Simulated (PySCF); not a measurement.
Job file and geometry (Å, from GFN2-xTB) of an NMR shielding run on C₄H₉N₂P, PySCF, GIAO PBE0/pcSseg-1 NMR shielding, non-relativistic, gas phase; density fitting, a coarse starting grid and PySCF grid level 2 are the driver's defaults:

```
{"job": {"kind": "nmr", "xc": "PBE0", "basis": "pcSseg-1"}, "charge": 0, "multiplicity": 1}
C     -0.984551    -1.317844     0.771629
N     -0.764880    -0.325002    -0.247857
C     -1.428483     0.934390    -0.044077
P      0.306354    -0.621198    -1.485975
N      0.287046     0.711832    -2.285928
C      2.204288     0.669770     1.157446
C      2.585729    -0.232937     0.473406
H     -2.050590    -1.544796     0.861332
H     -0.447465    -2.226525     0.506290
H     -0.620374    -0.964266     1.741117
H     -1.123307     1.377704     0.907666
H     -2.513033     0.797890    -0.036426
H     -1.146638     1.594731    -0.860833
H      0.868907     0.713701    -3.110720
H      1.851977     1.469124     1.740259
H      2.967421    -1.027628    -0.098741
```

Problem. Write the output of this run.

Solution. 
```
coarse grid: 13672 points
cycle   1  E = -607.9597502114  dE =  7.665e-01  |g| = 6.260e-01  |ddm| = 3.585e+00
cycle   2  E = -607.6838231648  dE =  2.759e-01  |g| = 1.201e+00  |ddm| = 1.697e+00
cycle   3  E = -608.0379062318  dE = -3.541e-01  |g| = 2.550e-01  |ddm| = 1.314e+00
cycle   4  E = -608.0536000235  dE = -1.569e-02  |g| = 7.197e-02  |ddm| = 2.631e-01
cycle   5  E = -608.0545082764  dE = -9.083e-04  |g| = 3.474e-02  |ddm| = 7.873e-02
cycle   6  E = -608.0547718003  dE = -2.635e-04  |g| = 4.521e-03  |ddm| = 2.685e-02
cycle   7  E = -608.0547759663  dE = -4.166e-06  |g| = 1.825e-03  |ddm| = 4.749e-03
final grid: 127096 points
cycle   8  E = -608.0942074858  dE = -3.271e-05  |g| = 9.667e-03  |ddm| = 2.687e-02
cycle   9  E = -608.0941795152  dE =  2.797e-05  |g| = 1.454e-02  |ddm| = 1.806e-02
cycle  10  E = -608.0942289171  dE = -4.940e-05  |g| = 2.611e-03  |ddm| = 1.167e-02
cycle  11  E = -608.0942305305  dE = -1.613e-06  |g| = 5.327e-04  |ddm| = 1.915e-03
cycle  12  E = -608.0942305906  dE = -6.010e-08  |g| = 2.241e-04  |ddm| = 4.794e-04
cycle  13  E = -608.0942306007  dE = -1.018e-08  |g| = 4.856e-05  |ddm| = 1.530e-04
cycle  14  E = -608.0942306011  dE = -3.587e-10  |g| = 3.078e-05  |ddm| = 6.408e-05
converged SCF energy = -608.0942306011

GIAO shielding tensors (ppm)
atom      isotropic    diamagn.    paramagn.     s11        s22        s33       span
  0 C      147.071     246.323     -99.253    123.460    135.186    182.566     59.107
  1 N      135.230     333.888    -198.658    -14.402    194.480    225.613    240.015
  2 C      154.341     247.829     -93.487    118.412    162.941    181.671     63.259
  3 P      -31.238     971.180   -1002.418   -495.544    176.045    225.785    721.329
  4 N      -40.928     323.382    -364.310   -452.879    101.810    228.284    681.164
  5 C      105.645     258.721    -153.075     26.807     30.044    260.084    233.277
  6 C      107.607     260.071    -152.464     15.264     27.461    280.096    264.832
  7 H       28.805      29.845      -1.040     24.339     26.445     35.631     11.293
  8 H       28.353      31.193      -2.840     25.195     26.731     33.135      7.940
  9 H       28.892      31.670      -2.778     24.588     27.586     34.502      9.913
 10 H       30.007      32.607      -2.600     25.341     28.382     36.298     10.956
 11 H       29.459      30.235      -0.776     24.328     26.989     37.061     12.733
 12 H       25.539      31.442      -5.903     20.018     26.448     30.152     10.135
 13 H       20.858      31.939     -11.081     10.269     25.351     26.954     16.685
 14 H       30.301      32.779      -2.478     24.379     27.143     39.381     15.002
 15 H       30.882      32.965      -2.083     24.563     27.836     40.247     15.685
```

Size and cost of the density-fitted run: 171 basis functions, about 70 core-seconds.
